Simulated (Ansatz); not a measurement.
Reaction (formal exchange of groups at the Se–B bond): `B[SeH]` + `[OH][GeH3]` → `[OH][GeH2][SeH]` + BH₃

Calculated with Ansatz (gas phase, PBE0-D4/def2-TZVP geometries, no zero-point term in ΔE). CCSD(T)/CBS is the MP2 limit (def2-TZVPP, def2-QZVPP) plus CCSD(T) − MP2 in def2-TZVPP, frozen cores. This one scheme is used for every species. For Ge, Se outer-core shells are correlated without core-valence functions, which leaves a few kJ/mol of doubt a bond. Scalar relativity is left out up to krypton. Each species was taken in one conformer, which may not be the lowest.

| species | CCSD(T)/CBS(def2) energy (Eh) |
| --- | --- |
| `B[SeH]` | -2427.30556 |
| `[OH][GeH3]` | -2153.69723 |
| `[OH][GeH2][SeH]` | -4554.43903 |
| BH₃ | -26.55200 |

(1) Work out ΔE.

Largest T1 diagnostic among the species: 0.013.

Results:

(1) ΔE = (-4554.43903) + (-26.55200) − (-2427.30556) − (-2153.69723) = 0.01176 Eh = +7.4 kcal/mol.

From BLYP to BHLYP (50 % exact exchange), in def2-TZVPP and without D4, ΔE moves by −2.0 kcal/mol. Leaving LDA and LC-ωPBE aside and taking each functional with its dispersion term where it has one, the values, not all of them listed here, spread over 4.7 kcal/mol, from BHLYP-D4 to B97M-V. LDA lies +2.4 kcal/mol from PBE without D4.
